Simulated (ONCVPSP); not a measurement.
**Configuration tests for Se (ONCV)**

```
Element                 : Se (Z = 34)
Generator               : ONCVPSP 4.0.1
Type                    : optimised norm-conserving Vanderbilt (ONCV)
Functional              : PBE
Relativity              : scalar-relativistic
Frozen core             : [Ne]
Valence charge          : 24
Reference configuration : 3s2 3p6 3d10 4s2 4p4
Partial waves           : 3s+4s: rc 0.80 bohr, ncon 4, nbas 7, qcut 16.1 1/bohr, 3 projectors, debl 3.4 Ha; 3p+4p: rc 0.90 bohr, ncon 4, nbas 8, qcut 18.9 1/bohr, 2 projectors; 3d: rc 0.65 bohr, ncon 4, nbas 8, qcut 22.8 1/bohr, 2 projectors, debl 1.3 Ha; f scattering state at 0.17 Ha: rc 0.75 bohr, ncon 5, nbas 9, qcut 14.6 1/bohr, 2 projectors, debl 1.7 Ha
Local potential         : polynomial inside 0.50 bohr (lpopt 4, dvloc0 1 Ha)
Core correction         : Teter function, fcfact 5.25, rcfact 1.3
```

In the d channel the program set the typed energies aside and used -1.952, 0.250 Ha.

Energies are relative to the spin-unpolarised reference configuration 3s2 3p6 3d10 4s2 4p4; without spin polarisation the order of configurations can differ from experiment.

| valence configuration | charge | ΔE all-electron (eV) | error AE − PS (meV) |
| --- | --- | --- | --- |
| 3s2 3p6 3d10 4s2 4p2 | +2 | 31.194 | -1.8 |
| 3s2 3p6 3d10 4s2 4p1 | +3 | 62.062 | -3.9 |
| 3s2 3p5 3d10 4s2 4p4 | +1 | 164.342 | -52 |

Task: What are ΔE and the potential's error for 3s2 3p6 3d10 4s2 4p3?

Result: ΔE = 10.845 eV all-electron; the error (AE − PS) is -0.4 meV.
